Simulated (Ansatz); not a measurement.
```yaml
crystal:
  periodic: [false, false, false]
  atoms:
    - {symbol: C, position_ang: [0.935058, 1.614145, -1.426402]}
    - {symbol: Si, position_ang: [0.705831, -0.071206, -0.886574]}
    - {symbol: N, position_ang: [-0.317710, -0.337456, 0.276308]}
    - {symbol: C, position_ang: [-0.914780, -1.634048, 0.537651]}
    - {symbol: C, position_ang: [-0.415492, 0.522295, 1.440844]}
    - {symbol: H, position_ang: [1.151630, 2.324116, -0.647791]}
    - {symbol: H, position_ang: [1.494001, 1.784889, -2.308896]}
    - {symbol: H, position_ang: [-0.117526, 1.951555, -1.817632]}
    - {symbol: H, position_ang: [2.177866, -0.324438, -0.672971]}
    - {symbol: H, position_ang: [0.246474, -1.032400, -2.042432]}
    - {symbol: H, position_ang: [-2.022159, -1.728919, 0.814189]}
    - {symbol: H, position_ang: [-0.905485, -2.333355, -0.349394]}
    - {symbol: H, position_ang: [-0.277952, -2.366200, 1.243732]}
    - {symbol: H, position_ang: [-0.100963, 1.413793, 1.380026]}
    - {symbol: H, position_ang: [-1.420419, 0.464794, 1.907934]}
    - {symbol: H, position_ang: [0.218148, -0.035926, 2.358145]}
basis:
  gaussian: {orbitals: cc-pVTZ}
magnetization: {spin_polarized: true, initial_magnetization: 1}
hamiltonian: {xc: {name: wB97}}
accuracy: high
output: {forces: true}
```

```sh
$ ansatz run in.yaml --threads 2 --pin off --events-out ev --progress --plain --max-ram 20480MiB --backend cuda --devices 0, --max-vram 18GiB
```

Task: How does Ansatz answer? (Estimate.)

Result: Ansatz gave: The input was rejected before any iteration.
```
Error: a molecule whose nuclei and cores have a total charge of 50 cannot have a net charge of 0 together with 1 unpaired electrons
```
